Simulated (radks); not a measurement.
Results of a calculation; reference values are marked as such.
K, configuration [Ar] 4s1.

Code: a radial shooting solver on a logarithmic mesh with Libxc functionals. Model: non-relativistic Kohn-Sham, LDA (Slater exchange, VWN5 correlation), spin-polarised, spherical densities, point nucleus; open shells are filled with parallel spins first; hard spherical wall at 12 bohr.

Energy parts (Ry):
total: -1196.41039
kinetic: 1194.37386
electron-nucleus: -2842.45703
Hartree: 514.99432
exchange-correlation: -63.32154

Orbitals (lengths in bohr, moments of r in powers of bohr):
1s up: occ. 1; eigenvalue (Ry) -256.8177; <r^4> 0.0002066
1s down: occ. 1; eigenvalue (Ry) -256.8165; <r^4> 0.0002066
2s up: occ. 1; eigenvalue (Ry) -25.66598; <r^4> 0.05873
2s down: occ. 1; eigenvalue (Ry) -25.66471; <r^4> 0.05872
2p up: occ. 3; eigenvalue (Ry) -20.55561; <r^4> 0.04953
2p down: occ. 3; eigenvalue (Ry) -20.55445; <r^4> 0.04952
3s up: occ. 1; eigenvalue (Ry) -2.55335; <r^4> 6.014
3s down: occ. 1; eigenvalue (Ry) -2.54993; <r^4> 5.957
3p up: occ. 3; eigenvalue (Ry) -1.37821; <r^4> 11.52
3p down: occ. 3; eigenvalue (Ry) -1.37279; <r^4> 11.16
4s up: occ. 1; eigenvalue (Ry) -0.18770; <r^4> 969.3
4s down: occ. 0; eigenvalue (Ry) -0.14236; <r^4> 1096
4p up: occ. 0; eigenvalue (Ry) -0.05749; <r^4> 1909
4p down: occ. 0; eigenvalue (Ry) -0.02004; <r^4> 2188
3d up: occ. 0; eigenvalue (Ry) 0.02440; <r^4> 1619
3d down: occ. 0; eigenvalue (Ry) 0.05781; <r^4> 1829
5s up: occ. 0; eigenvalue (Ry) 0.11535; <r^4> 4345
5s down: occ. 0; eigenvalue (Ry) 0.13667; <r^4> 4400

The highest occupied level is 4s up at -2.554 eV. The pressure on the wall is 0.0108 GPa.
